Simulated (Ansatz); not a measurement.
Molecule: GaF₃, charge 0, multiplicity 1. 
Structure (B3LYP-D3(BJ)/def2-TZVP (Ansatz, a first-principles code) minimum search):
```xyz
4

Ga     0.0000     0.0000     0.0000
F     -1.4753    -0.9106     0.0081
F      0.0167     1.6178    -0.6231
F      1.4586    -0.7072     0.6150
```
Charge 0, spin multiplicity 1.

Parts of the frozen-core correlation energy in STO-3G (Ansatz, hartree). Frozen orbitals: 17; correlated occupied orbitals by spin: 12 and 12; virtual: 4 and 4. Spin-orbit coupling is left out. No relativistic terms.

| term | value |
|---|---|
| reference (HF) | -2194.99870 |
| MP2 opposite-spin | … |
| MP2 same-spin | -0.02015 |
| CCSD correlation | … |
| (T) | … |
| FCI minus CCSD(T) | -0.00215 |
| T1 diagnostic | 0.022 |
| largest doubles amplitude | 0.052 |

Q: Some entries are withheld; supply them.

A: 
- MP2 opposite-spin, value: -0.06958
- CCSD correlation, value: -0.10284
- (T), value: -0.01399
